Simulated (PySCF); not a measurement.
Electron correlation in Se²⁺ (selenium, charge +2)

[Ar] 3d10 4s2 4p2, high-spin 3P determinant. Calculation: PySCF 2.14, in cc-pVTZ-PP with ECP10MDF (5s4p3d1f, 39 functions); scalar relativity through the core potential. Frozen: 3s2 3p6 3d10; 4 electrons correlated.

MP2 pair energies summed by pair of shells (mhartree):

| pair | energy | share (%) |
| --- | --- | --- |
| 4s-4p | -35.70 | 62.6 |
| 4s-4s | -15.65 | 27.5 |
| 4p-4p | -5.63 | 9.9 |

Total MP2 correlation energy: -56.99 mhartree.

Same-spin part -9.32 and opposite-spin part -47.67 mhartree; SCS-MP2 scales them by 1/3 and 6/5 to -60.31 mhartree.

```csv
level,correlation energy (mhartree)
CCSD,-72.94
(T),-1.49
CCSD(T),-74.43
```

Diagnostics: T1 = 0.0064, D1 = 0.0169, largest double amplitude 0.092.

Cost of the coupled-cluster step: 0.33 s of wall time on 1 thread of Neoverse-V1 (shared host), for 4 correlated electrons.
